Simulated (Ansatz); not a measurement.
**Molecular dynamics of Sc$_{12}$HF**

input.yaml

```yaml
accuracy: low
crystal:
  lattice:
    - [6.62, 0.0, 0.0]
    - [3.31, 5.733088, 0.0]
    - [0.0, 0.0, 19.27614]
  atoms:
    - { symbol: Sc, position: [0.0, 0.0, 0.0518776] }
    - { symbol: Sc, position: [0.5, 0.0, 0.0518776] }
    - { symbol: Sc, position: [0.0, 0.5, 0.0518776] }
    - { symbol: Sc, position: [0.5, 0.5, 0.0518776] }
    - { symbol: Sc, position: [-0.1666667, 0.3333333, 0.1887344] }
    - { symbol: Sc, position: [0.3333333, 0.3333333, 0.1887344] }
    - { symbol: Sc, position: [-0.1666667, 0.8333333, 0.1887344] }
    - { symbol: Sc, position: [0.3333333, 0.8333333, 0.1887344] }
    - { symbol: Sc, position: [0.0, 0.0, 0.3255911] }
    - { symbol: Sc, position: [0.5, 0.0, 0.3255911] }
    - { symbol: Sc, position: [0.0, 0.5, 0.3255911] }
    - { symbol: Sc, position: [0.5, 0.5, 0.3255911] }
    - { symbol: F, position: [0.7310357, 0.5112328, 0.5809032] }
    - { symbol: H, position: [0.5837128, 0.5993244, 0.6016542] }
basis:
  ecutwfc: 420.0
kpoints:
  mp_grid: { grid: [3, 3, 1] }
hamiltonian:
  xc: pbe
  dispersion: d3bj
scf:
  occupations: { method: fermi_dirac, width: 0.05 }
  lower_state_search: "off"
md:
  timestep: 0.5
  n_steps: 500
  ensemble: nve
  initial_velocities: zero
  seed: 747053
  initial_site_velocities:
    - { site: 12, velocity: [0.00475, 0.0, -0.013052] }
    - { site: 13, velocity: [0.00475, 0.0, -0.013052] }
  constraints: [{ sites: [0, 1, 2, 3] }]
```

Command:

```bash
$ ansatz run input.yaml --threads 4 --pin off --max-ram 10240MiB --backend cpu --events-out ev --progress --plain --runs-dir out
```

It starts from an unrelaxed structure (largest force component 0.33 eV/Å).

Output, in part (step lines):

```
md step     0: t =     0.00 fs  T =   154.7 K  F+E_penalty+E_count = -26451.22167999 eV  E_kin = 0.200009 eV  conserved = -26451.02167138 eV  (12 SCF iters)
[... lines left out ...]
```

The steps, from the saved trajectory:

| time (fs) | T (K) | potential energy less start (eV) | conserved less start (meV/atom) |
| --- | --- | --- | --- |
| 0 | 155 | 0.000 | 0.00 |
| 8 | 159 | -0.006 | 0.00 |
| 16 | 169 | -0.018 | 0.00 |
| 24 | 182 | -0.036 | 0.00 |
| 32 | 199 | -0.058 | 0.00 |
| 40 | 219 | -0.083 | 0.00 |
| 48 | 241 | -0.111 | 0.00 |
| 56 | 263 | -0.141 | 0.00 |
| 64 | 288 | -0.172 | 0.00 |
| 72 | 314 | -0.206 | 0.00 |
| 80 | 346 | -0.247 | 0.00 |
| 88 | 382 | -0.294 | 0.00 |
| 96 | 418 | -0.341 | 0.00 |
| 104 | 438 | -0.367 | 0.00 |
| 112 | 435 | -0.363 | 0.00 |
| 120 | 428 | -0.354 | 0.00 |
| 128 | 437 | -0.364 | 0.00 |
| 136 | 478 | -0.418 | 0.00 |
| 144 | 507 | -0.455 | 0.00 |
| 152 | 480 | -0.420 | 0.00 |
| 160 | 442 | -0.371 | 0.00 |
| 168 | 416 | -0.338 | 0.00 |
| 176 | 418 | -0.341 | 0.00 |
| 184 | 464 | -0.399 | 0.00 |
| 192 | 555 | -0.517 | 0.00 |
| 200 | 650 | -0.640 | 0.00 |
| 208 | 1458 | -1.685 | -0.05 |
| 216 | 2026 | -2.429 | -0.72 |
| 224 | 1901 | -2.262 | -0.34 |
| 232 | 1598 | -1.865 | 0.01 |
| 240 | 2266 | -2.731 | -0.20 |
| 248 | 1499 | -1.738 | 0.03 |

All steps were run. The conserved energy stayed within 0.83 meV per atom of its start (net change -0.082 meV per atom), so the integration is sound. A run of 0.25 ps of so small a system gives no equilibrium averages. Limits of this set-up: coarse k mesh, slab without dipole correction, low accuracy level.

Mean squared displacements from the first frame to the last: Sc 0.16 Å², F 14.13 Å², H 80.08 Å².

Last frame:

```xyz
14
Lattice="6.6200 0.0000 0.0000 3.3100 5.7331 0.0000 0.0000 0.0000 19.2761" Properties=species:S:1:pos:R:3
Sc 0.000 0.000 1.000
Sc 3.310 0.000 1.000
Sc 1.655 2.866 1.000
Sc 4.965 2.866 1.000
Sc -0.017 1.909 3.296
Sc 3.326 1.874 3.344
Sc 1.641 4.807 3.429
Sc 4.989 4.794 3.407
Sc -0.024 -0.149 5.595
Sc 3.357 0.078 5.782
Sc 1.775 2.767 5.705
Sc 4.804 2.844 5.591
F 7.606 3.569 7.653
H 9.350 0.280 3.991
```

The run took 25 min on 4 threads of AMD EPYC 9R14 (Zen 4), with other jobs on the host, peak memory 1.7 GiB.
